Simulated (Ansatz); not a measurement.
**Question.** Name a neutral molecule of C, F, N, Si and H with HOMO–LUMO gap (PBE/def2-TZVPP) between 5.10 and 5.40 eV and HOMO–LUMO gap (B3LYP/def2-TZVPP) between 6.70 and 7.00 eV (Ansatz, PBE0-D4/def2-TZVP geometry).

**Answer.** `FCN[SiH2][SiH3]` (5.15 eV, 6.84 eV); `NC[SiH2]F` (5.13 eV, 6.98 eV); `FC1NC[SiH2]1` (5.11 eV, 6.86 eV); `F[Si@H]1N[C@@H]1[SiH3]` (5.26 eV, 6.91 eV). Other molecules can fit too; these were computed, each in one conformer that needn't be the lowest.

B3LYP here is the variant with VWN-RPA as its local correlation; programs differ in this.
